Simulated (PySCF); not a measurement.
heptafluoropropyl methyl ether: full NMR table

```yaml
Formula: C4H3F7O
SMILES: COC(F)(F)C(F)(F)C(F)(F)F
InChI: InChI=1S/C4H3F7O/c1-12-4(10,11)2(5,6)3(7,8)9/h1H3
Point_group_of_the_computed_structure: C1
Degrees_of_unsaturation: 0
Carbon_signals: 4
Proton_signals: 1
```

Structure with atom numbers: `[CH3:1][O:2][C:3]([F:4])([F:5])[C:6]([F:7])([F:8])[C:9]([F:10])([F:11])[F:12]`. Each H is labelled by its parent atom.

Theory: geometry from PBE0-D3(BJ)/def2-SVP, GIAO KT3/pcSseg-2 shieldings, couplings computed with B3LYP/pcJ-1 (spin–dipole term only in couplings to heteroatoms), in PySCF 2.14 (no solvent model, averaged over atoms made equivalent by symmetry, fast rotation or ring inversion, one conformer, relativity neglected).

Scale: 1H, 13C against TMS; CFCl3 for 19F; H2O for 17O (reference shieldings calculated alike).

| carbon | δC, type | δH (multiplicity, J in Hz) | HMBC from (abs. J ≥ 3 Hz) | span of the C tensor (ppm) |
| --- | --- | --- | --- | --- |
| C1 | 50.7, CH3 | 3.62 (s) | – | 81 |
| C3 | 123.9, C | – | H(C1) | 31 |
| C6 | 113.5, C | – | – | 34 |
| C9 | 126.5, C | – | – | 23 |

Other nuclei:
```json
{"atoms": "F10/F11/F12", "nucleus": "19F", "environment": "fluorine of a CF3 group", "δ (ppm)": "-109.6", "σ (ppm)": "256.6"}
{"atoms": "F4/F5", "nucleus": "19F", "environment": "fluorine of a CF2 group", "δ (ppm)": "-123.5", "σ (ppm)": "270.4"}
{"atoms": "F7/F8", "nucleus": "19F", "environment": "fluorine of a CF2 group", "δ (ppm)": "-157.5", "σ (ppm)": "304.4"}
{"atoms": "O2", "nucleus": "17O", "environment": "ether oxygen", "δ (ppm)": "88.9", "σ (ppm)": "235.0"}
```

Selected couplings (Hz, signed; the shortest-range and largest first, 30 at most; isotopes 13C, 19F, 1H): 1J(C9,F10) -356.1, 1J(C3,F4) -339.2, 1J(C6,F7) -322.2, 1J(C1,H(C1)) 153.5, 2J(C6,F10) 39.9, 2J(F4,C6) 35.6, 2J(F7,C9) 33.6, 2J(C3,F7) 31.6, 3J(F4,F7) -11.6, 3J(C1,F4) 6.8, 3J(F7,F10) -4.8, 4J(F4,F10) 4.8.

Carbon types of the structure: 3 × C, 1 × CH3, which accounts for all hydrogens. δC 126.5: CF3 carbon; 3 electronegative neighbours deshield it. δC 123.9: fully substituted sp3 carbon bonded to 2 F and O; 3 electronegative neighbours deshield it. δC 113.5: fully substituted sp3 carbon bonded to 2 F; 2 electronegative neighbours deshield it. δC 50.7: methyl carbon bonded to O; pulled downfield by the heteroatom. δH 3.62: hydrogen on a methyl carbon bonded to O; its carbon carries O, hence the downfield position.

C–F couplings over four or more bonds (about 3 Hz to the para carbon of a fluoroarene) are left out. Common functionals overestimate the size of one-bond C–F couplings by tens of Hz; these are unscaled. Shifts are as computed, not scaled to solution data. Of 1328 compounds with measured shifts, 309 miss one by over three times the rms of a fit or turn the order of signals round; such compounds aren't used in these exercises. Signals without a measured value on file couldn't be tested in this way. Unscaled 19F shifts against computed CFCl3 carry errors that often reach 10 to 50 ppm. Experimental scales use liquid or dissolved standards, which lie at an offset from isolated H2O (liquid H2O: subtract about 36 ppm). Only one conformer was computed, so three-bond couplings in flexible chains and rings are approximate.
